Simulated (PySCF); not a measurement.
# RbAl and its ions

PBE; Rb def2-SVP with ECP28, Al def2-SVP; scalar-relativistic core potentials (PySCF 2.14). Neutral (UKS): triplet (σ ↑, π ↑), Re = 3.581 Å, ωe = 117 cm⁻¹, De = 0.67 eV, HOMO -2.38 eV, LUMO -2.16 eV.

RbAl⁺ (UKS): doublet (σ ↑), Re = 4.127 Å, ωe = 72.6 cm⁻¹, De = 0.52 eV to Rb⁺ + Al. The energies at the minima are -266.24798 hartree for RbAl and -266.08543 for RbAl⁺.

(1) Work out the adiabatic ionisation energy, without and with harmonic zero-point energies (1 hartree = 27.2114 eV, 1 eV = 8065.5 cm⁻¹), and the change of the bond length.

Spin–orbit coupling is left out. For an ion De counts to the pair picked by the measured ionisation energies or electron affinities, which need not be the lowest pair at this level. States were picked by a PBE0 search and need not be the measured ground states.

Answers

(1) At PBE: 0.16255 hartree = 4.423 eV between the minima; the zero-point term (72.6 − 117.0)/2 cm⁻¹ = -0.003 eV makes it 4.420 eV. Re changes by +54.6 pm against the neutral. The electron leaves a π orbital; in so polar a molecule the change of length follows mostly from the change of the ionic charges.
